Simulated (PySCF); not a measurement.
**2-acetylfuran, C₆H₆O₂**

Molfile (atoms numbered from 1):
```
C6H6O2
     RDKit          3D

 14 14  0  0  0  0  0  0  0  0999 V2000
   -2.3395    0.0509    0.1730 C   0  0  0  0  0  0  0  0  0  0  0  0
   -1.2652   -0.2957    1.1701 C   0  0  0  0  0  0  0  0  0  0  0  0
   -1.5062   -0.6648    2.2997 O   0  0  0  0  0  0  0  0  0  0  0  0
    0.1286   -0.1691    0.7201 C   0  0  0  0  0  0  0  0  0  0  0  0
    1.3103   -0.4039    1.3753 C   0  0  0  0  0  0  0  0  0  0  0  0
    2.3442   -0.1122    0.4445 C   0  0  0  0  0  0  0  0  0  0  0  0
    1.7125    0.2775   -0.7049 C   0  0  0  0  0  0  0  0  0  0  0  0
    0.3815    0.2460   -0.5477 O   0  0  0  0  0  0  0  0  0  0  0  0
   -2.2306    1.0938   -0.1626 H   0  0  0  0  0  0  0  0  0  0  0  0
   -3.3206   -0.0933    0.6406 H   0  0  0  0  0  0  0  0  0  0  0  0
   -2.2513   -0.5808   -0.7243 H   0  0  0  0  0  0  0  0  0  0  0  0
    1.3970   -0.7453    2.4040 H   0  0  0  0  0  0  0  0  0  0  0  0
    3.4187   -0.1802    0.6000 H   0  0  0  0  0  0  0  0  0  0  0  0
    2.0759    0.5942   -1.6797 H   0  0  0  0  0  0  0  0  0  0  0  0
  1  2  1  0
  2  3  2  0
  2  4  1  0
  4  5  2  0
  5  6  1  0
  6  7  2  0
  7  8  1  0
  8  4  1  0
  1  9  1  0
  1 10  1  0
  1 11  1  0
  5 12  1  0
  6 13  1  0
  7 14  1  0
M  END
```

Theory: quadratic response CAM-B3LYP/aug-cc-pVDZ first hyperpolarisability, Taylor convention, gas phase in PySCF 2.14.0. Geometry: PBE0-D3(BJ)/def2-SVP.

(1) What is the first hyperpolarisability, and how does it disperse?

(2) Which lowest excitations, dipole and polarisabilities go with it?

## Answers

(1) In 10⁻³⁰ esu, Taylor convention; the vector part is βᵢ = ⅓ Σⱼ (βᵢⱼⱼ + βⱼᵢⱼ + βⱼⱼᵢ); β∥ is 3/5 of the vector part along the dipole, the dipole points from − to +:
| process | λ (nm) | β vector norm | β∥ | β HRS | depolarisation ratio |
| --- | --- | --- | --- | --- | --- |
| static β(0;0,0) | ∞ | 2.74 | 1.15 | 1.44 | 2.92 |
| second harmonic β(−2ω;ω,ω) | 1907 | 3.06 | 1.30 | 1.58 | 3.01 |
| Pockels β(−ω;ω,0) | 1907 | 2.84 | 1.19 | – | – |
| second harmonic β(−2ω;ω,ω) | 1064 | 4.01 | 1.73 | 2.00 | 3.23 |
| Pockels β(−ω;ω,0) | 1064 | 3.09 | 1.31 | – | – |

(2) S1 4.08 eV (f = 0.000); S2 5.08 eV (f = 0.345); S3 6.16 eV (f = 0.005); dipole 3.31 D; isotropic α 78.4 au static, 78.7 au at 1907 nm, 79.5 au at 1064 nm, 79.7 au at 953.5 nm, 83.2 au at 532 nm.
